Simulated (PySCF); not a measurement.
Peak assignment

Structure with atom numbers: `[N:1]#[C:2]/[CH:3]=[C:4](\[CH2:5][C:6]#[N:7])[CH2:8][SiH2:9][F:10]`. Hydrogens are named by the atom that carries them.

PySCF 2.14.0 with density-fitted response routines calculation with PBE0/pcSseg-1 with gauge-including orbitals and structure optimised with GFN2-xTB; equivalent nuclei averaged, non-relativistic, in vacuum, single conformer.

Chemical shifts δ = σref − σ; $^{13}$C (186.93 ppm), $^{1}$H (31.72 ppm) against TMS, all at this level.

Problem. Assign these signals to the numbered atoms. $^{13}$C{$^{1}$H} NMR (computed): δ 166.0 (C), 120.7 (C), 120.7 (C), 103.6 (CH), 29.9 (CH2), 26.1 (CH2).

Solution. 
```tsv
δ (ppm)	atoms	environment	reason
166.0	C4	fully substituted alkene carbon	–
120.7	C6	nitrile carbon	this is the usual window of a C≡N carbon, which has no attached hydrogen
120.7	C2	nitrile carbon	–
103.6	C3	alkene CH	the olefinic region
29.9	C8	allylic sp3 CH2 bonded to Si	–
26.1	C5	allylic sp3 CH2	saturated and bonded to C and H only
```

C6 and C2 lie closer than the usual error of such a calculation, so a measured spectrum could show them in the other order.

Problem. Assign these signals to the numbered atoms. $^{1}$H NMR (400 MHz, computed): δ 5.32 (s, 1H), 5.23 (m, 2H), 3.67 (s, 2H), 2.35 (m, 2H).

Solution. 
| δ (ppm) | atoms | environment | reason |
| --- | --- | --- | --- |
| 5.32 | H(C3) | hydrogen on an alkene CH | olefinic region |
| 5.23 | H(Si9) | hydrogen on a silicon bonded to C, F | – |
| 3.67 | H(C5) | hydrogen on an allylic sp3 CH2 | – |
| 2.35 | H(C8) | hydrogen on an allylic sp3 CH2 bonded to Si | allylic position |

H(C3) and H(Si9) lie closer than the usual error of such a calculation, so a measured spectrum could show them in the other order.

Splittings by $^{19}$F in the carbon and heteronuclear signals aren't shown, as no couplings were computed. Shifts are as computed. Against solution values, carbons near 30 ppm lie about +3 ppm off and those near 130 ppm about +5 ppm. Of 1309 compounds with measured shifts, 239 miss one by over three times the rms of a fit or turn the order of signals round; such compounds aren't used in these exercises. No couplings were computed; multiplicities are counted from neighbouring protons, with m where these are inequivalent, close in shift, in a saturated or five-membered ring or joined by F or P, and br s for small geminal =CH2 splittings.
